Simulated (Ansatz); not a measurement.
Harmonic frequencies (cm⁻¹) at PBE0-D4/def2-TZVP from Ansatz: 414, 487, 589, 770, 1959, 1976.

**Question.** Which molecule is it?
A. `[F][Al]([F])[I]`
B. `C[O][Al]([F])[F]`
C. `[AlH2][Br]`
D. `[SiH3][AlH][Cl]`

**Answer.** C.
